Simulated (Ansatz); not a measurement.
4 gas-phase steps of group 13 species, written in SMILES but for small gases and atoms, in each of which an atom or small radical leaves or joins (small partners taken up: none; given off: halogen). Reaction energies in kJ/mol, right side less left side, on B3LYP-D3(BJ)/def2-TZVP stationary points reached from drawn starts (curvature not checked).

```json
[
 {"row": "1", "step": "Cl[B]Cl (multiplicity 2) → [B]Cl + Cl atom (multiplicity 2)", "PBE/def2-TZVPP": "376.1", "wB97M-V/def2-TZVPP": "338.6"},
 {"row": "2", "step": "ClB(Cl)Cl → Cl[B]Cl (multiplicity 2) + Cl atom (multiplicity 2)", "PBE/def2-TZVPP": "498.3", "wB97M-V/def2-TZVPP": "?"},
 {"row": "3", "step": "F[B]F (multiplicity 2) → [B]F + F atom (multiplicity 2)", "PBE/def2-TZVPP": "517.4", "wB97M-V/def2-TZVPP": "467.9"},
 {"row": "4", "step": "FB(F)F → F[B]F (multiplicity 2) + F atom (multiplicity 2)", "PBE/def2-TZVPP": "716.9", "wB97M-V/def2-TZVPP": "726.5"}
]
```

No zero-point or thermal terms; singlets are restricted closed shells; open shells are unrestricted; no spin–orbit coupling.

Programs: Ansatz (Gaussian basis). All values are computed, each at the level named.

The rows were drawn at random from the listed steps of this kind that kept their bonds on relaxing, hold no state known to be excited and show no strong spin contamination (nor T1 past 0.05 where coupled cluster ran); restricted singlets weren't searched for lower solutions, and sets that span under 5 kcal/mol aren't shown. They stand in the order of the third column.

Question: Fit a straight line y = a + b·x through the complete rows, with x the PBE/def2-TZVPP and y the wB97M-V/def2-TZVPP value, and use it for row 2. How does it compare with the computed value?

Answer: Means over the 3 complete rows: x 536.80, y 511.00. Σ(x − x̄)(y − ȳ) = 67352.37 and Σ(x − x̄)² = 58636.86, so b = 1.149 and a = 511.00 − 1.149 × (536.80) = -105.78 kJ/mol. The residuals have rms 14.79 and median size 12.24 kJ/mol; without the fit y − x has mean -25.80 and median -37.50 kJ/mol. For row 2 the line gives -105.78 + 1.149 × (498.3) = 466.8 kJ/mol. The computed wB97M-V/def2-TZVPP value is 514.1 kJ/mol, 47.3 kJ/mol above the line. Taking y = x would miss by 15.8 kJ/mol, so here the line does no better than the cheap value itself. wB97M-V/def2-TZVPP is a functional with errors of its own, not an exact or measured value.

Ansatz is a program for electronic structure.
